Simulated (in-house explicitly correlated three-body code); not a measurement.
Computed with an exponentially correlated three-body code. Model: two electrons around a point charge, non-relativistic, variational in 260 exponentially correlated functions (energies converged to about 1e-7 hartree, or 1e-8 relative for large Z).

Command:
```bash
python run_hyl.py task.json out
```
Settings (lengths in bohr, energies in hartree):
```
Z                      8
nuclear_mass           1000
interaction_strength   1
functions              260
states_tried           13
```

Time taken, with all properties: 29 s on 1 thread of Intel(R) Xeon(R) Platinum 8375C CPU @ 2.90GHz (Ice Lake) (shared host).

**Those bound S and P states to n = 4 that converged, binding against the one-electron ion.**

Given: nuclear charge 8; mass of the centre 1000 electron masses.

Computed: one-electron threshold -31.968032 hartree.

```json
{"term": "1 1S", "energy (hartree)": "-59.0965599", "binding (eV)": "738.2"}
{"term": "2 3S", "energy (hartree)": "-38.5060718", "binding (eV)": "177.91"}
{"term": "2 3P", "energy (hartree)": "-38.2350686", "binding (eV)": "170.53"}
{"term": "2 1S", "energy (hartree)": "?", "binding (eV)": "?"}
{"term": "2 1P", "energy (hartree)": "-38.033018", "binding (eV)": "165.04"}
{"term": "3 3S", "energy (hartree)": "-34.8035869", "binding (eV)": "77.159"}
{"term": "3 3P", "energy (hartree)": "-34.7297068", "binding (eV)": "75.149"}
{"term": "3 1S", "energy (hartree)": "-34.7280442", "binding (eV)": "75.104"}
{"term": "3 1P", "energy (hartree)": "-34.673801", "binding (eV)": "73.628"}
{"term": "4 3S", "energy (hartree)": "?", "binding (eV)": "?"}
{"term": "4 3P", "energy (hartree)": "-33.5152909", "binding (eV)": "42.103"}
{"term": "4 1S", "energy (hartree)": "-33.5149633", "binding (eV)": "42.094"}
{"term": "4 1P", "energy (hartree)": "-33.4922901", "binding (eV)": "41.477"}
```

Task: What belongs in the row 2 1S?

Result: energy (hartree): -38.2204602; binding (eV): 170.14.

Task: What belongs in the row 4 3S?

Result: energy (hartree): -33.5455496; binding (eV): 42.926.

**Converged states only, values per electron or pair.**

```tsv
term	mean r (bohr)	mean r squared (bohr²)	mean inverse r (1/bohr)	mean r12 (bohr)	mean inverse r12 (1/bohr)	mean cosine	mean p1 dot p2 (bohr⁻²)	delta r1 (bohr⁻³)	delta r12 (bohr⁻³)
1 1S	0.19697	0.052061	7.6798	0.29064	4.684	-0.016195	0.92631	149.38	15.832
2 3S	0.49755	0.40316	4.9011	0.83842	1.4052	-0.0053206	0.067617	89.333	-
2 3P	?	?	?	?	?	?	?	?	-
2 1S	0.51388	0.43509	4.8793	0.86213	1.6275	-0.0082407	0.070104	88.783	2.6923
2 1P	?	?	?	?	?	?	?	?	?
3 3S	1.0209	1.975	4.3932	1.8672	0.68355	-0.0017419	0.017694	83.565	-
3 3P	0.97316	1.8054	4.388	1.7744	0.74866	-0.017253	-0.91201	81.065	-
3 1S	1.0448	2.0784	4.3874	1.9128	0.74258	-0.0026051	0.020578	83.448	0.78569
3 1P	0.99203	1.8826	4.3833	1.8061	0.78454	0.011645	0.93214	81.265	0.22678
4 3S	1.7588	6.2597	4.2181	3.3371	0.39889	-0.0007428	0.0065884	82.208	-
4 3P	1.7191	6.0163	4.216	3.2588	0.42517	-0.0068023	-0.35635	81.173	-
4 1S	1.7906	6.5024	4.2158	3.3999	0.42271	-0.0011094	0.0081407	82.166	0.32845
4 1P	1.7441	6.202	4.2141	3.3064	0.44026	0.0046047	0.3723	81.249	0.098367
```

Task: What belongs in the row 2 3P?

Result: mean r (bohr): 0.44152; mean r squared (bohr²): 0.31402; mean inverse r (1/bohr): 4.8827; mean r12 (bohr): 0.73865; mean inverse r12 (1/bohr): 1.6523; mean cosine: -0.071155; mean p1 dot p2 (bohr⁻²): -3.8847; delta r1 (bohr⁻³): 80.523.

Task: What belongs in the row 2 1P?

Result: mean r (bohr): 0.45484; mean r squared (bohr²): 0.33612; mean inverse r (1/bohr): 4.8649; mean r12 (bohr): 0.73826; mean inverse r12 (1/bohr): 1.7719; mean cosine: 0.047529; mean p1 dot p2 (bohr⁻²): 3.6729; delta r1 (bohr⁻³): 81.409; delta r12 (bohr⁻³): 0.69584.
